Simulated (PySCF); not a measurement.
C7H4ClN.
Geometry (GFN2-xTB, Å), atoms numbered from 1 in this order:
```xyz
13
C7H4ClN angstrom
C     -1.8755   -0.7164    0.1940
C     -0.5749   -0.4190    0.1209
C      0.5563   -1.2855    0.4033
C      1.6865   -0.5718    0.1979
Cl     3.2956   -1.1088    0.3851
C      1.3566    0.7751   -0.2221
C      0.0047    0.8807   -0.2721
C     -0.7585    1.9979   -0.6273
N     -1.4057    2.9016   -0.9153
H     -2.2090   -1.6970    0.4903
H     -2.6329    0.0134   -0.0410
H      0.4739   -2.3071    0.7171
H      2.0786    1.5372   -0.4486
```

The calculation used TDDFT wB97X-D/def2-SVPD, vertical, gas phase, core orbitals frozen in the response (PySCF).

Kohn–Sham orbitals with the atoms that hold most of them (Löwdin shares over 4%, at most four atoms; ? is withheld):

```tsv
orbital	ε (eV)	atoms
LUMO+2	2.10	C1 19%, C3 12%, C8 11%, Cl5 11%
LUMO+1	1.67	N9 17%, C8 15%, C4 14%, C6 13%
LUMO	-1.44	C1 25%, C6 15%, C7 11%, C4 11%
HOMO	-8.94	?
HOMO-1	-10.00	?
HOMO-2	-11.35	Cl5 72%, C4 10%, C6 5%
HOMO-3	-11.76	N9 40%, C8 30%, C7 7%, C2 7%
```

(1) Give the leading atoms of the HOMO-1.

(2) Which atoms hold the HOMO, and with what shares?

(3) The HOMO–LUMO gap is 7.49 eV. Where does the response calculation put the lowest singlet, and from which orbitals?

(4) Give energy, strength and leading configuration of S1, S2 and S7, and follow the Löwdin shares of the leading atoms from the occupied to the empty orbital.

Results:

(1) C1 (bonded to C and 2 H) 21%; C6 (bonded to 2 C and H) 20%; C2 (bonded to 3 C) 18%; Cl5 (bonded to C) 12%. By element: carbon 58% or more, chlorine 12%.

(2) C3 (bonded to 2 C and H) 24%; C4 (bonded to 2 C and Cl) 17%; C7 (bonded to 3 C) 16%; Cl5 (bonded to C) 12%. By element: carbon 57% or more, chlorine 12%.

(3) S1 is at 3.36 eV (f = 0.039), 4.13 eV below the gap, made of HOMO→LUMO (97%). Without the coupling terms of the response equations the lowest excitation would equal the gap.

(4) 
- S1 (3.36 eV, f 0.039), HOMO→LUMO (97%): C3 24% → at most 11%, C4 17% → 11%, C1 at most 12% → 25%, C6 at most 12% → 15%
- S2 (5.01 eV, f 0.331), HOMO-1→LUMO (90%): C1 21% → 25%, C6 20% → 15%
- S7 (6.67 eV, f 0.521), HOMO→LUMO+1 (74%): C3 24% → at most 13%, C4 17% → 14%, N9 at most 12% → 17%, C8 at most 12% → 15%

Löwdin shares depend on the basis, the more so with diffuse functions.
